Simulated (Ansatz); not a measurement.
Single points on bistriflimide, `O=S(=O)([N-]S(=O)(=O)C(F)(F)F)C(F)(F)F`.

```yaml
crystal:
  periodic: [false, false, false]
  atoms:
    - {symbol: O, position_ang: [1.947625, 1.760110, 0.769866]}
    - {symbol: S, position_ang: [1.186133, 0.501652, 0.616593]}
    - {symbol: O, position_ang: [0.694550, -0.207031, 1.820911]}
    - {symbol: N, position_ang: [0.135355, 0.694758, -0.616044]}
    - {symbol: S, position_ang: [-1.148080, -0.294379, -0.802277]}
    - {symbol: O, position_ang: [-1.056330, -1.643938, -0.198346]}
    - {symbol: O, position_ang: [-1.640777, -0.147289, -2.189129]}
    - {symbol: C, position_ang: [-2.473913, 0.583512, 0.227851]}
    - {symbol: F, position_ang: [-2.081623, 0.755326, 1.500786]}
    - {symbol: F, position_ang: [-3.607064, -0.153975, 0.230903]}
    - {symbol: F, position_ang: [-2.767485, 1.792393, -0.290728]}
    - {symbol: C, position_ang: [2.455270, -0.688390, -0.133211]}
    - {symbol: F, position_ang: [3.381698, -1.007998, 0.798365]}
    - {symbol: F, position_ang: [1.880695, -1.824543, -0.560476]}
    - {symbol: F, position_ang: [3.093946, -0.120209, -1.175047]}
basis:
  gaussian: {orbitals: 6-31G}
total_charge: -1
hamiltonian: {xc: hf}
scf: {omitted_lower_state_checks: [starts]}
output: {orbitals: {seedname: orbitals}}
```

The file start.molden holds the orbitals of an earlier run on this structure, at another level or in another basis.

```sh
$ ansatz run in.yaml --threads 4 --pin off --events-out ev --progress --plain --max-ram 6963MiB
```

Shortened log:

```
Functional definition: HF
  name "HF"
  cite "Fock, Z. Phys. 61, 126 (1930) doi:10.1007/BF01340294"
  parent pbe
  exchange = exact_x
  correlation = 0
these checks for a lower state are left out or cut short: starts
1430 factors; integrals over basis functions are off by at most 1.3e-4 eV
mean field evaluation 1: about -49509.6676 eV, gradient 9.2e1 eV
mean field evaluation 2: about -49510.8942 eV, gradient 9.3e1 eV
mean field evaluation 4: about -49532.2515 eV, gradient 8.6e0 eV
mean field evaluation 8: about -49532.5819 eV, gradient 1.4e0 eV
mean field -49532.59140523 eV, -1820.2891597458 hartree, gradient 4.4e-5 eV, S^2 0.000000; 0 other end points of the search recorded, 0 dependent functions left out
reference -49532.59140523 eV, -1820.2891597458 hartree; 69, 69 occupied and 74, 74 virtual orbitals, 1430 factors
Total energy: -49532.59140523 eV, -1820.2891597458 hartree
Checks for a lower state left out: starts
```

It took 1.7 s on 4 threads of Arm Neoverse V1 on a shared host.

First input, but with `hamiltonian: {xc: {name: B3LYP}, dispersion: d4}` (abridged; 4.1 s):

```
Functional definition: B3LYP
mean field evaluation 16: about -49700.9643 eV, gradient 1.0e-3 eV
mean field -49700.96427640 eV, -1826.4767486340 hartree, gradient 6.6e-5 eV, S^2 0.000000
Total energy: -49702.01117651 eV, -1826.5152215036 hartree
Checks for a lower state left out: starts
```

As the first input, with `gaussian: {orbitals: def2-SVPD, initial_orbitals: start.molden}`, `hamiltonian: {xc: pbe, dispersion: d4}` (abridged; 10 s):

```
Functional definition: PBE
mean field -49661.21474707 eV, -1825.0159803746 hartree, gradient 1.3e-5 eV, S^2 0.000000
Total energy: -49661.87348478 eV, -1825.0401885388 hartree
Checks for a lower state left out: starts
```

The first input with `gaussian: {orbitals: def2-SVPD, initial_orbitals: start.molden}`, `correlation: {method: mp2}` and without the key `hamiltonian` (abridged; 31 s):

```
Functional definition: HF
mean field -49529.86023580 eV, -1820.1887911205 hartree, gradient 1.8e-6 eV, S^2 0.000000
23 core orbitals not correlated: weight in the atoms' cores, before any rotation towards them, 1.000 or more for the frozen orbitals, at most 0.000 for the correlated occupied ones
second order -73.60927774 eV of doubles, -0.00000000 eV of singles
Total energy: -49603.46951354 eV, -1822.8938821833 hartree
Checks for a lower state left out: starts
```

As the first input, with `gaussian: {orbitals: def2-SVP, initial_orbitals: start.molden}`, `hamiltonian: {xc: pbe, dispersion: d4}` (abridged; 3.9 s):

```
Functional definition: PBE
mean field -49657.71017135 eV, -1824.8871895921 hartree, gradient 9.7e-6 eV, S^2 0.000000
Total energy: -49658.36885652 eV, -1824.9113958259 hartree
Checks for a lower state left out: starts
```

First input, but with `gaussian: {orbitals: def2-SVPD, initial_orbitals: start.molden}`, `hamiltonian: {xc: pbe0, dispersion: d4}` (abridged; 23 s):

```
Functional definition: PBE0
mean field -49661.32328302 eV, -1825.0199689970 hartree, gradient 9.6e-6 eV, S^2 0.000000
Total energy: -49661.88758188 eV, -1825.0407065976 hartree
Checks for a lower state left out: starts
```

As the first input, with `gaussian: {orbitals: def2-SVP, initial_orbitals: start.molden}`, `hamiltonian: {xc: pbe0, dispersion: d4}`, `output: {forces: true, orbitals: {seedname: orbitals}}` (abridged; 7.5 s):

```
Functional definition: PBE0
mean field -49658.18598549 eV, -1824.9046754394 hartree, gradient 2.9e-5 eV, S^2 0.000000
Total energy: -49658.75024242 eV, -1824.9254114991 hartree
Atom 0 force    -0.721828    -1.235691    -0.127271 eV/Å
Atom 1 force     0.090202     0.235190     0.341394 eV/Å
Atom 2 force     0.476024     0.693797    -1.191885 eV/Å
Atom 3 force    -0.133415    -0.669212     0.598735 eV/Å
Atom 4 force    -0.103955    -0.294042    -0.312100 eV/Å
Atom 5 force    -0.081886     1.337131    -0.587955 eV/Å
Atom 6 force     0.457832    -0.162170     1.363957 eV/Å
Atom 7 force    -0.280202     0.152560     0.191994 eV/Å
Atom 8 force    -0.303382    -0.113945    -0.941579 eV/Å
Atom 9 force     0.809776     0.545313     0.002804 eV/Å
Atom 10 force     0.216372    -0.898314     0.389558 eV/Å
Atom 11 force     0.270725    -0.228045    -0.118682 eV/Å
Atom 12 force    -0.660095     0.225468    -0.685594 eV/Å
Atom 13 force     0.433977     0.836859     0.306900 eV/Å
Atom 14 force    -0.470145    -0.424898     0.769724 eV/Å
Dipole moment:    -0.018054    -0.099804     0.090030 e Å
Checks for a lower state left out: starts
```

Geometry: PBE-D4/def2-SVP.

B3LYP takes the VWN-RPA correlation. Correlated methods freeze 23 core orbitals.
